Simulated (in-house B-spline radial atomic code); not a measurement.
# Removing one electron from the argon ion Ar⁸⁺

Closed shell [He] 2s2 2p6. Computed with an all-electron radial atomic-structure program (B-spline basis): Koopmans values of Dirac-Hartree-Fock plus a diagonal self-energy, in second order or with its direct term screened (direct RPA, with the hole-particle interaction, or full time-dependent Hartree-Fock), linearised in energy; no-pair Dirac-Coulomb Hamiltonian, finite nucleus. Shifts add to the Koopmans value (the ΔSCF shift is orbital relaxation alone); the final value takes TDHF screening with Breit and QED.

Command:
```bash
python run_mb.py task.json out
```
Settings (nuclear radius in fm, box in bohr, cutoff in hartree):
```
basis_form          2
Z                   18
core_configuration  [He] 2s2 2p6
rms_radius          3.4274
mass_number         40
speed_of_light      137.036
box_radius          8.273
lmax                7
intervals           62
virtual_cutoff      1296.0
```

Run time, properties included: 6 s on 1 thread of Arm Neoverse N1, on a shared host.

Energies in eV:

```json
{"subshell": "2p3/2", "Koopmans": "424.14", "ΔSCF shift": "-3.059", "second order": "?", "direct RPA": "?", "hole-particle": "?", "TDHF": "?", "Breit + QED": "?", "final": "?"}
{"subshell": "2p1/2", "Koopmans": "426.51", "ΔSCF shift": "-3.111", "second order": "-1.891", "direct RPA": "-0.989", "hole-particle": "-1.450", "TDHF": "-1.531", "Breit + QED": "-0.214", "final": "424.76"}
{"subshell": "2s1/2", "Koopmans": "500.67", "ΔSCF shift": "-2.282", "second order": "-3.327", "direct RPA": "-2.071", "hole-particle": "-2.786", "TDHF": "-2.896", "Breit + QED": "-0.226", "final": "497.55"}
```

Problem. What does the self-energy do to 2p3/2?

Solution. It shifts the removal energy by -1.842 eV in second order, -0.958 with direct RPA, -1.411 with the hole-particle term and -1.491 with TDHF screening (quasi-particle weight 0.990); Breit and QED add -0.131 eV. The final value is 422.52 eV, against 422.6 ± 0.06 eV (NIST, semi-empirical).
